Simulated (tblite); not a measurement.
Species: C6H11O2 (doublet state).
Numbering: `[CH3:1][O:2][C:3]1[CH2:4][CH2:5][CH2:6][CH2:7][O:8]1` (hydrogens: H9, H10, H11 on C1; H12, H13 on C4; H14, H15 on C5; H16, H17 on C6; H18, H19 on C7)

Structure used (GFN2-xTB), in Å, numbered top down from 1:
```xyz
19
C6H11O2 angstrom
C      2.7551   -0.5771   -0.5625
O      1.7925    0.4303   -0.7527
C      0.8017    0.5154    0.2083
C     -0.2520    1.5364   -0.0675
C     -1.5321    0.8644   -0.5978
C     -1.9029   -0.2854    0.3355
C     -0.7375   -1.2638    0.4219
O      0.4629   -0.6224    0.8794
H      2.2984   -1.5712   -0.5570
H      3.2856   -0.4349    0.3843
H      3.4521   -0.4937   -1.3945
H      0.1399    2.2565   -0.7838
H     -0.4961    2.0600    0.8618
H     -2.3432    1.5924   -0.6526
H     -1.3478    0.4767   -1.6020
H     -2.7879   -0.8114   -0.0273
H     -2.1158    0.1055    1.3326
H     -0.9297   -2.0574    1.1465
H     -0.5527   -1.7109   -0.5650
```

All values are computed: GFN2-xTB (tblite) harmonic vibrations without scaling, gas phase. Errors from tens to a few hundred cm⁻¹ against measured bands are possible. One conformer, not necessarily the lowest. Open shells enter through the occupations alone, without spin polarisation, and single modes of such species can be off by tens of per cent.

Harmonic wavenumbers (cm⁻¹): 53.2, 72.6, 148.4, 155.7, 260.7, 284.8, 367.0, 427.1, 475.4, 516.4, 631.1, 792.8, 850.6, 871.9, 922.1, 927.7, 962.6, 1016.6, 1023.8, 1090.9, 1103.9, 1119.3, 1127.1, 1139.2, 1161.0, 1205.1, 1223.3, 1240.6, 1261.3, 1301.7, 1318.3, 1328.1, 1340.8, 1399.2, 1453.0, 1454.1, 1462.9, 1471.6, 1477.4, 1490.0, 2876.7, 2929.0, 2936.4, 2953.5, 2972.0, 2974.2, 2977.3, 2985.9, 2990.4, 3021.8, 3024.6.

A = 3780, B = 1628, C = 1296 MHz; mass 115.076 u (most abundant isotopes); point group C1, symmetry number 1; spin multiplicity 2.

**Question.** What is the zero-point energy?

**Answer.** ½Σν̃ = 35286 cm⁻¹ = 422.11 kJ/mol.

**Question.** Give the ideal-gas entropy at 200 K and 1 bar in the rigid-rotor, harmonic-oscillator model (classical rotation).

**Answer.** Translation 159.74, rotation 112.55, vibration 61.61, spin (R ln 2) 5.76: S = 339.7 J/(mol K).

**Question.** And Cp and H(200 K) − H(0)?

**Answer.** Cp = 99.77 J/(mol K), of which vibrations give 66.52 (their classical limit is 51 R = 424.0); H(200 K) − H(0) = 13.37 kJ/mol without the zero-point energy, 6.72 from vibrations.

**Question.** Blend soft modes into free rotors: weight 1/[1 + (100 cm⁻¹/ν̃)⁴] for the oscillator and the rest for a rotor with moment μB/(μ + B), μ = h/(8π²ν), B = 10⁻⁴⁴ kg m². What vibrational entropy results?

**Answer.** 57.00 J/(mol K) in place of 61.61, which changes −T·S at 200 K by +0.92 kJ/mol.

**Question.** How do the functions run with temperature in this model?

**Answer.** 
```csv
T (K),S (J/(mol K)),Cp (J/(mol K)),H − H(0) (kJ/mol),G − H(0) (kJ/mol),ln q(vib)
100,282.8,68.1,4.99,-23.29,1.35
300,387.1,138.4,25.20,-90.93,5.39
500,477.3,219.1,61.21,-177.45,9.58
800,599.7,300.8,140.30,-339.48,16.05
1000,670.8,336.0,204.16,-466.67,20.25
```

q(vib) and H(0) count from the zero-point level.

**Question.** Which modes carry the vibrational entropy at 200 K?

**Answer.** 53.2 cm⁻¹: 16.35; 72.6 cm⁻¹: 13.81; 148.4 cm⁻¹: 8.15; 155.7 cm⁻¹: 7.79; 260.7 cm⁻¹: 4.21; 284.8 cm⁻¹: 3.67 J/(mol K); the other 45 give 7.63 together.

Hindered rotation and anharmonicity are outside this model. Other conformers, if any are populated, would add a mixing term that is left out. The structure is chiral; the term R ln 2 for an equal mix with its mirror image is left out.

Hardware: Intel Xeon Platinum 8375C at 2.90 GHz, one thread, on a shared host. Cost: 0.65 s wall. This covers the Hessian and the dipole derivatives.
